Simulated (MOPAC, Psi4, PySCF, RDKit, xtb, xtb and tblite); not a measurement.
Two geometries of SMILES [SiH2](C=C)O (C2H6OSi), relaxed at GFN2-xTB with one dihedral held; other torsions can differ between them too.

Structure A

```
10

C      2.4747    -1.9003    -1.6777
C      1.9538    -1.4777    -0.5368
Si     1.0237     0.1524    -0.3126
O     -0.5737    -0.0322    -0.5790
H      2.9809    -2.8497    -1.7756
H      2.4291    -1.3052    -2.5769
H      2.0437    -2.1242     0.3287
H      1.5740     1.1378    -1.2486
H      1.0353     0.5885     1.0763
H     -0.9114    -0.4151    -1.3839
```

Structure B

```
10

C      1.8812     0.0455    -0.2299
C      0.7464    -0.0766     0.4386
Si    -0.9685     0.0519    -0.3164
O     -1.6368    -1.3998     0.0019
H      2.8488    -0.0454     0.2415
H      1.8964     0.2504    -1.2884
H      0.7994    -0.2836     1.5011
H     -1.7503     1.1175     0.3226
H     -0.9143     0.2762    -1.7629
H     -2.5398    -1.5985    -0.2279
```

### Question
Which is lower in energy at the level DF-MP2 (frozen core)/cc-pVTZ // GFN2-xTB (Psi4 1.11), and by how much?

### Answer
B is lower, by 0.53 kcal/mol (dihedral C1–C2–Si3–O4: 90° in A, 120° in B).

E(B) − E(A) in kcal/mol at the other levels, on the same two geometries: GFN2-xTB (xtb and tblite) -0.41; MMFF94 // GFN2-xTB (RDKit) 1.07; PBE0/def2-TZVP // GFN2-xTB (Psi4) -0.55; PBE0-D3(BJ)/def2-TZVP // GFN2-xTB (Psi4) -0.50; PBE/def2-TZVP // GFN2-xTB (Psi4) -0.40; PBE-D3(BJ)/def2-TZVP // GFN2-xTB (Psi4) -0.35; HF/cc-pVTZ // GFN2-xTB (Psi4) -0.80; UFF // GFN2-xTB (RDKit) -0.33; PM6, restricted, heats of formation // GFN2-xTB (MOPAC) 1.72; AM1, restricted, heats of formation // GFN2-xTB (MOPAC) 1.02; GFN1-xTB // GFN2-xTB (xtb) -0.87; restricted B3LYP/6-31G*, spherical d // GFN2-xTB (PySCF) -0.32; restricted Hartree-Fock/3-21G // GFN2-xTB (PySCF) 0.50; restricted MP2 (frozen core)/3-21G // GFN2-xTB (PySCF) 0.79; restricted B3LYP/6-311+G**, spherical d, density fitting // GFN2-xTB (PySCF) -0.44.
